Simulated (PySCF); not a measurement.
# Nuclear quadrupole coupling in `CO/C=C(/OC=O)C(=O)[SiH3]`

C5H8O4Si.
Structure used (GFN2-xTB), in Å, numbered top down from 1:
```
atom  x, y, z in Å
C1     3.248    0.419    0.150
O2     1.974   -0.181    0.266
C3     0.993    0.378   -0.437
C4    -0.274   -0.092   -0.379
O5    -1.338    0.446   -1.107
C6    -1.326    1.610   -1.727
O7    -0.430    2.399   -1.816
C8    -0.737   -1.225    0.433
O9     0.005   -1.878    1.137
Si10  -2.621   -1.573    0.284
H11    3.916   -0.169    0.775
H12    3.602    0.400   -0.885
H13    3.230    1.454    0.505
H14    1.245    1.231   -1.059
H15   -2.321    1.757   -2.179
H16   -2.905   -2.701    1.164
H17   -2.925   -1.893   -1.110
H18   -3.344   -0.374    0.709
```

Field gradients from the PBE0/pcSseg-1 density (PySCF, non-relativistic), principal values in atomic units, ordered |Vxx| ≤ |Vyy| ≤ |Vzz|:

```json
{"atom": "O2", "Vxx": "-0.5172", "Vyy": "-1.3476", "Vzz": "1.8648"}
{"atom": "O5", "Vxx": "-0.6794", "Vyy": "-0.9947", "Vzz": "1.6741"}
{"atom": "O7", "Vxx": "0.6199", "Vyy": "1.0161", "Vzz": "-1.6360"}
{"atom": "O9", "Vxx": "0.5633", "Vyy": "1.4955", "Vzz": "-2.0588"}
```

Find the asymmetry η = (Vxx − Vyy)/Vzz and the couplings χ = eQV/h (234.96 MHz × Q in barn × V in au), with Q(17O) = −0.0256 b.

```tsv
atom	environment	nucleus	η	χzz (MHz)	χxx (MHz)	χyy (MHz)
O2	ether oxygen	17O	0.45	-11.22	3.11	8.11
O5	ester single-bonded oxygen	17O	0.19	-10.07	4.09	5.98
O7	ester carbonyl oxygen	17O	0.24	9.84	-3.73	-6.11
O9	carbonyl oxygen	17O	0.45	12.38	-3.39	-9.00
```

What is Vzz at O2 in SI units (1 au = 9.71736 × 10²¹ V/m²)?

1.8648 au = 18.121 × 10²¹ V/m².

And the gradient at the other heavy atoms, for which no coupling is worked out here?

```json
{"atom": "C1", "environment": "methoxy carbon", "Vzz (au)": "0.467", "η": "0.08"}
{"atom": "C3", "environment": "vinylic carbon bearing oxygen", "Vzz (au)": "-0.383", "η": "0.34"}
{"atom": "C4", "environment": "vinylic carbon bearing oxygen", "Vzz (au)": "0.422", "η": "0.36"}
{"atom": "C6", "environment": "ester carbonyl carbon", "Vzz (au)": "-0.415", "η": "0.80"}
{"atom": "C8", "environment": "carbonyl carbon", "Vzz (au)": "0.494", "η": "0.31"}
{"atom": "Si10", "environment": "SiH3 silicon", "Vzz (au)": "0.164", "η": "0.19"}
```

Were the hydrogens deuterons (Q(2H) = 0.00286 b), χzz would run from 110 kHz (H18, H17 and H16) to 204 kHz (H11).

The structure is a single GFN2-xTB conformer in the gas phase; no vibrational or solvent corrections. GFN2-xTB bond lengths can be off by several hundredths of an ångström, more for odd bonds, and the gradients follow them. The small basis limits the accuracy of the gradients.
